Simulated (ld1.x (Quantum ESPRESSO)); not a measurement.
Varying the TM potential for Kr (Z = 36)

Base potential:

ld1.x (Quantum ESPRESSO) 7.5 input, shortened:

```
&input
   title='Kr', zed=36., rel=1, dft='PZ', iswitch=3,
   config='[Ar] 3d10 4s2 4p4 4d-2'
 /
 &inputp
   pseudotype=2, tm=.true., lloc=2,
   nlcc=.false.
 /
3
4S  1  0   2.00   0.00  0.95  0.95  0.0
4P  2  1   4.00   0.00  1.30  1.30  0.0
4D  3  2  -2.00   0.10  1.40  1.40  0.0
 &test
   configts(1)='4s2 4p4'
 /
```

Cutoffs, loose and tight: the cutoffs (Ry, on a coarse ladder) from which the occupation-weighted sum of valence levels, in a spherical-Bessel basis at the reference potential, stays within 10 and 1 mRy of its value at 400 Ry. They do not see the model core or the augmentation charge, which bear on the density cutoff. Test errors are all-electron minus pseudo excitation energies from the reference, over the configurations 4s2 4p6; 4s2 4p5; 4s2 4p3; 4s1 4p6; 4s2 4p5.5; 4s2 4p2 (two spin-polarised tests are not counted in the largest error). A dash means not determined; rows that change the core or the reference have their own tests. The largest error is taken over the tests solved by every variant that gives reliable tests at all: 4s1 4p6; 4s2 4p5; 4s2 4p5.5; 4s2 4p6.

A true bound ghost makes a file unfit for plane-wave use even where its test errors are small: the radial tests pick states by their node count and pass the ghost by.

Cutoffs are not given where the Bessel-basis levels miss the radial ones by over 6 mRy, ghosts where they miss by over 20 mRy; a channel whose overlap is not positive is not tested.

```csv
change,outcome,"cutoff, loose","cutoff, tight",bound ghosts,largest test error (meV)
base,generated,230 Ry,over 300 Ry,none,+37
"all radii scaled by about 0.78 (s 0.74, p 1.02, d 1.08 bohr)",generated,–,–,not determined,+96
"all radii scaled by about 1.11 (s 1.06, p 1.44, d 1.56 bohr)",generated,120 Ry,230 Ry,none,+13
"all radii scaled by about 1.25 (s 1.20, p 1.62, d 1.76 bohr)",generated,55 Ry,110 Ry,none,+4.9
```

Task: What comes out with this change to the base: all radii scaled by about 1.35 (s 1.28, p 1.76, d 1.90 bohr)?

Result: outcome: generated; cutoff, loose: 50 Ry; cutoff, tight: 100 Ry; bound ghosts: none; largest test error (meV): +3.9.

Task: What comes out with this change to the base: all radii scaled by about 0.90 (s 0.86, p 1.18, d 1.26 bohr)?

Result: outcome: generated; cutoff, loose: over 300 Ry; cutoff, tight: over 300 Ry; bound ghosts: s; largest test error (meV): +60.

Task: What comes out with this change to the base: all radii scaled by about 1.04 (s 0.98, p 1.36, d 1.46 bohr)?

Result: outcome: generated; cutoff, loose: 140 Ry; cutoff, tight: over 300 Ry; bound ghosts: none; largest test error (meV): +26.

Reading the sweep of the scale of all radii (base = 1) (base included, trends over the rows without a ghost): The loose cutoff falls from 230 Ry at 1 to 50 Ry at 1.35. A larger radius leaves more room for a smooth pseudo-wave, so fewer plane waves are needed; a smaller one forces it to follow the all-electron wave where it bends sharply. The median size of the test errors (rows with all tests solved) falls from 17.9 meV at 1 to 3.5 meV at 1.35. This runs against the usual rule that a larger radius transfers worse; these runs do not show why. Bound ghosts are found at 0.9.
